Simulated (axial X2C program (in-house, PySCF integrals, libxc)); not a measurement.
**LiV: from the spin-free to the two-component result**

Calculated with an in-house all-electron X2C program for linear molecules (integrals from PySCF). Spin-free means the one-electron spin-free X2C Hamiltonian; two-component (2c) means X2C with spin–orbit coupling and atomic mean-field two-electron Coulomb and Gaunt terms, so the difference of the two also holds small scalar two-electron terms. Basis: V dyall-cv3z [10s10p6d4f2g], Li dyall-cv3z [7s8p2d] (cores contracted in-house); Gaussian nuclei, density fitting, unrestricted open shells. Masses: V 50.944 u, Li 7.016 u.

Spin-free state: M_S = 2, Λ = 2 (beyond evenly filled blocks: σα, π+α, π-α, δ+α); fragments V + Li.

```csv
level,Re (Å),ωe (cm⁻¹),De (eV),μ (D)
PBE0,2.657,284.7,n/a,1.84
HF,3.020,165.2,-0.226,-1.44
CCSD,2.596,316.5,0.462,n/a
CCSD(T),2.565,327.7,0.564,n/a
r2SCAN0,2.689,273.9,n/a,1.67
```

Correlated methods: 6 electrons correlated (number of frozen shells: V 3 s, 2 p; Li 1 s), 254 virtual spin orbitals or spinors in MP2, 81 natural virtuals in coupled cluster.

Dipoles are positive if Li is the positive end.

Two-component determinant lowest at the distance of the search:

Ω = 4 (⟨Sz⟩ = 2.00, ⟨Lz⟩ = 2.00 at HF); fragments V + Li.

| level | Re (Å) | ωe (cm⁻¹) | μ (D) |
| --- | --- | --- | --- |
| PBE0 | 2.658 | 284.6 | 1.84 |
| HF | 3.022 | 164.8 | -1.44 |
| CCSD | 2.597 | 316.6 | n/a |
| CCSD(T) | 2.566 | 327.8 | n/a |
| r2SCAN0 | 2.690 | 273.8 | 1.67 |

Question: From the two tables, how do the constants change at the CCSD(T) level (2c against spin-free)?

Answer: At the CCSD(T) level Re increases by 0.001 Å and ωe is unchanged to within 0.2 cm⁻¹.

The state is one determinant whose occupation by symmetry is held fixed; it was picked as the lowest of a PBE0 search that is not exhaustive. De is counted from the lowest determinant-based energies of the atoms at the same level, without counterpoise correction. De is not given where an atomic determinant may have missed its ground term or J level, or where the truncated virtual space spoils (T). Density functionals use the spin component along the axis (collinear). Coupled cluster ran in a truncated set of natural virtual spinors; the MP2 energy of the rest was added. (T) has no such correction and the atoms are truncated less, which lowers De at CCSD(T) by a hundredth of an eV or more. Other states lie close and PBE0, whose exact exchange favours high spin, may order them wrongly; the determinant shown need not be the ground state. The nearest other spin-free determinant of the search, M_S = 2, Λ = 1, lies 0.04 eV up at the distance of the search. The functionals have no current-density term, which raises determinants with orbital currents, atoms included. With several unpaired electrons one determinant need not be a pure state. A state of lower Ω lies just above, and one determinant can place such states too high, so the state shown need not be the lowest. The search has Ω = 1 only 0.01 eV up. The outer-core s and p shells of the metal are frozen in the correlated rows, which leaves out core–valence correlation; for alkali and alkaline-earth bonds that tends to lengthen them. Open-shell Ω = 0 determinants with evenly filled partner blocks cannot be reached by this program, so the Ω shown need not be the lowest component. The determinant is spin-polarised beyond a pure state at some levels (its spin-free form has ⟨S²⟩ too high), which makes Re and μ there less reliable. The T1 diagnostic is large, a sign of multireference character.
